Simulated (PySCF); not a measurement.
C₃H₆O.

```xyz
10

C      1.0243    -0.9939     0.0000
C      0.0408    -0.0830     0.0000
C      0.2455     1.3943     0.0000
O     -1.2769    -0.3921     0.0000
H      0.8105    -2.0668     0.0000
H      2.0687    -0.6834     0.0000
H     -0.2339     1.8415    -0.8851
H      1.3115     1.6511     0.0000
H     -0.2339     1.8415     0.8851
H     -1.3711    -1.3516     0.0000
```
Charge 0, spin multiplicity 1.

The structure is a stationary point at PBE0-D3(BJ)/def2-SVP. The values are those of a single conformer.

Computed with PBE/pcSseg-1 (PySCF). Non-relativistic, no solvent.

Computed absolute GIAO shielding of each atom: isotropic value and principal components (ppm):
```csv
atom,σ(iso),σ11,σ22,σ33,span
C1,97.9,17.7,137.5,138.3,120.6
C2,16.8,-93.2,40.3,103.4,196.7
C3,158.9,143.1,149.7,183.9,40.9
O4,180.8,103.8,211.2,227.3,123.5
H5,27.5,24.9,25.9,31.6,6.7
H6,27.4,25.3,25.7,31.1,5.8
H7,29.3,26.1,27.4,34.5,8.4
H8,29.7,26.1,29.0,34.1,8.0
H9,29.3,26.1,27.4,34.5,8.4
H10,27.3,21.8,25.3,34.6,12.8
```
